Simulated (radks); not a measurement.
All-electron atom: Tm IV in [Xe] 4f12.

All-electron calculation, Dirac Kohn-Sham, BLYP, spin-unpolarised, spherical densities, point nucleus; open shells fill j = l - 1/2 first. Program: a radial shooting solver on a logarithmic mesh with Libxc functionals.

Energy parts (eV):
| part | energy |
|---|---|
| total | -369569.78 |
| kinetic | 409344.57 |
| electron-nucleus | -913994.03 |
| Hartree | 142882.52 |
| exchange-correlation | -7802.85 |

Orbitals (lengths in bohr, moments of r in powers of bohr; <r^-3> diverges for s and p1/2; r(max) is where P^2 peaks):
orbital  occ.  eigenvalue (eV)      <r>   r(max)  <r^-3>
1s1/2       2        -59258.63  0.02001  0.01261       -
2s1/2       2        -10019.58  0.08429  0.07206       -
2p1/2       2        -9551.349  0.07007  0.05402       -
2p3/2       4        -8570.800  0.07746  0.06034   12820
3s1/2       2        -2277.823   0.2205   0.2035       -
3p1/2       2        -2071.925   0.2103   0.1912       -
3p3/2       4        -1864.917   0.2242   0.2043    2813
3d3/2       4        -1513.811   0.1973   0.1611   480.3
3d5/2       6        -1468.576   0.2016   0.1647   418.0
4s1/2       2        -475.4494   0.4974   0.4646       -
4p1/2       2        -392.6645   0.5057   0.4663       -
4p3/2       4        -345.7898   0.5375   0.4943   637.3
4d3/2       4        -209.6114   0.5637   0.4957   93.54
4d5/2       6        -201.0647   0.5750   0.5048   79.92
5s1/2       2         -83.5407    1.208    1.082       -
5p1/2       2         -60.4931    1.346    1.174       -
5p3/2       4         -54.2346    1.445    1.258   83.71
4f5/2       6         -36.1599   0.7432   0.4898   12.43
4f7/2       6         -34.8873   0.7566   0.4951   11.87

The highest occupied level is 4f7/2 at -34.887 eV. Summed over all electrons, <r^2> = 32.89 bohr^2, which gives a Langevin (diamagnetic) susceptibility term of -26.1 x 10^-6 cm^3/mol. The density falls to 0.001 e/bohr^3 at r = 3.12 bohr. For comparison, the ionisation energy in NIST's Atomic Spectra Database is 42.41 eV (semi-empirical). In exact Kohn-Sham theory the highest level is minus the ionisation energy, but local and semilocal functionals leave it too shallow, through self-interaction and a potential that decays too fast; potentials with the right tail come closer.

Beside tabulated values, note that spin-unpolarised runs miss the spin-polarisation part of the exchange energy of open shells.
